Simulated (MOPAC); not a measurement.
A run for MOPAC: AM1 on AlH3O2 (SMILES [OH][AlH][OH]).

```
AM1 1SCF PRECISE CHARGE=0 THREADS=1
AlH3O2

O     -0.05097669 1     0.60305149 1     1.52220146 1
Al    -0.03541383 1    -0.51320347 1     0.25434337 1
O     -0.06332002 1     0.06476394 1    -1.34271926 1
H     -0.03828870 1     0.38351562 1     2.46482395 1
H      0.00454232 1    -2.06806110 1     0.44491895 1
H     -0.08781318 1     0.99953014 1    -1.55344318 1
```

It printed:

```
*******************************************************************************
 **                                                                           **
 **                              MOPAC v23.2.5                                **
 **                                                                           **
 *******************************************************************************
 ** MOPAC's Digital Object Identifier: https://doi.org/10.5281/zenodo.6511958 **
 **                                                                           **
 ** Please cite the open-source release paper for use of this MOPAC version:  **
 ** J. E. Moussa and J. J. P. Stewart (2026)                                  **
 ** MOPAC: An open-source semiempirical molecular orbital program             **
 ** J. Open Source Softw., 11(119), 8025, https://doi.org/10.21105/joss.08025 **
 *******************************************************************************

                              AM1 CALCULATION RESULTS

 *******************************************************************************
 *  AM1        - The AM1 Hamiltonian to be used
 *
 *
 *
 *                 CHARGE ON SYSTEM = 0
 *
 *
 *
 *  PRECISE    - TIGHTER CRITERIA TO BE USED
 *  1SCF       - DO 1 SCF AND THEN STOP
 *  THREADS=1  - MULTI-THREADING NOT USED
 *  T=         - A TIME OF 172800.0 SECONDS REQUESTED
 *  DUMP=N     - RESTART FILE WRITTEN EVERY 7200.0 SECONDS REQUESTED
 *******************************************************************************
AM1 1SCF PRECISE CHARGE=0 THREADS=1
 AlH3O2

   ATOM   CHEMICAL          X               Y               Z
  NUMBER   SYMBOL      (ANGSTROMS)     (ANGSTROMS)     (ANGSTROMS)

     1       O         -0.05097669  *   0.60305149  *   1.52220146  *
     2      Al         -0.03541383  *  -0.51320347  *   0.25434337  *
     3       O         -0.06332002  *   0.06476394  *  -1.34271926  *
     4       H         -0.03828870  *   0.38351562  *   2.46482395  *
     5       H          0.00454232  *  -2.06806110  *   0.44491895  *
     6       H         -0.08781318  *   0.99953014  *  -1.55344318  *



          CARTESIAN COORDINATES

    NO.       ATOM           X           Y           Z

     1         O         -0.0510      0.6031      1.5222
     2        Al         -0.0354     -0.5132      0.2543
     3         O         -0.0633      0.0648     -1.3427
     4         H         -0.0383      0.3835      2.4648
     5         H          0.0045     -2.0681      0.4449
     6         H         -0.0878      0.9995     -1.5534

  H: (AM1): M.J.S. DEWAR ET AL, J. AM. CHEM. SOC. 107 3902-3909 (1985)
  O: (AM1): M.J.S. DEWAR ET AL, J. AM. CHEM. SOC. 107 3902-3909 (1985)
 Al: (AM1): M. J. S. Dewar, A. J. Holder, Organometallics, 9, 508-511 (1990).

           Empirical Formula: H3 O2 Al  =     6 atoms



      MOLECULAR POINT GROUP   :   Cs


      RHF CALCULATION, NO. OF DOUBLY OCCUPIED LEVELS = 9


 -------------------------------------------------------------------------------
 AM1 1SCF PRECISE CHARGE=0 THREADS=1
 AlH3O2



     1SCF WAS SPECIFIED, SO BFGS WAS NOT USED
     SCF FIELD WAS ACHIEVED


                              AM1 CALCULATION
                                                       MOPAC v23.2.5 Linux




          FINAL HEAT OF FORMATION =       -128.59629 KCAL/MOL =    -538.04689 KJ/MOL


          COSMO AREA              =         93.38 SQUARE ANGSTROMS
          COSMO VOLUME            =         77.82 CUBIC ANGSTROMS

          IONIZATION POTENTIAL    =         11.175587 EV
          HOMO LUMO ENERGIES (EV) =        -11.176  0.424
          NO. OF FILLED LEVELS    =          9
          MOLECULAR WEIGHT        =         62.0040         POINT GROUP:  Cs

          MOLECULAR DIMENSIONS (Angstroms)

            Atom       Atom       Distance
            H     6    H     4     4.06551
            H     5    O     1     2.80423
            O     1    H     4     0.00075


          SCF CALCULATIONS        =          1





   ATOM   CHEMICAL          X               Y               Z
  NUMBER   SYMBOL      (ANGSTROMS)     (ANGSTROMS)     (ANGSTROMS)

     1       O         -0.05097669  *   0.60305149  *   1.52220146  *
     2      Al         -0.03541383  *  -0.51320347  *   0.25434337  *
     3       O         -0.06332002  *   0.06476394  *  -1.34271926  *
     4       H         -0.03828870  *   0.38351562  *   2.46482395  *
     5       H          0.00454232  *  -2.06806110  *   0.44491895  *
     6       H         -0.08781318  *   0.99953014  *  -1.55344318  *

                             CARTESIAN COORDINATES

   1    O       -0.050976690     0.603051490     1.522201460
   2   Al       -0.035413830    -0.513203470     0.254343370
   3    O       -0.063320020     0.064763940    -1.342719260
   4    H       -0.038288700     0.383515620     2.464823950
   5    H        0.004542320    -2.068061100     0.444918950
   6    H       -0.087813180     0.999530140    -1.553443180


           Empirical Formula: H3 O2 Al  =     6 atoms



      MOLECULAR POINT GROUP   :   Cs


                  EIGENVALUES
 -35.38255 -35.33420 -17.89828 -17.48614 -14.14257 -13.18442 -12.80480 -11.78683
 -11.17559   0.42405   0.82263   2.41691   2.70408   6.11873   6.32778


              NET ATOMIC CHARGES AND DIPOLE CONTRIBUTIONS

  ATOM NO.   TYPE          CHARGE      No. of ELECS.   s-Pop       p-Pop
    1          O          -0.544327        6.5443     1.82527     4.71905
    2         Al           0.641195        2.3588     0.93053     1.42827
    3          O          -0.494422        6.4944     1.83231     4.66211
    4          H           0.239453        0.7605     0.76055
    5          H          -0.067620        1.0676     1.06762
    6          H           0.225721        0.7743     0.77428
 DIPOLE           X         Y         Z       TOTAL
 POINT-CHG.     0.034    -1.115     0.998     1.497
 HYBRID        -0.027     1.236     0.451     1.316
 SUM            0.007     0.121     1.450     1.455


          ATOMIC ORBITAL ELECTRON POPULATIONS

     Atom    s        px        py        pz
    1  O   1.82527   1.84547   1.64607   1.22752
    2 Al   0.93053   0.30803   0.64247   0.47777
    3  O   1.83231   1.84618   1.29686   1.51907
    4  H   0.76055
    5  H   1.06762
    6  H   0.77428

 **********************
 *                    *
 * JOB ENDED NORMALLY *
 *                    *
 **********************




 == MOPAC DONE ==
```

The run finished.

Cost: about 0.020 core-seconds (a rough figure).
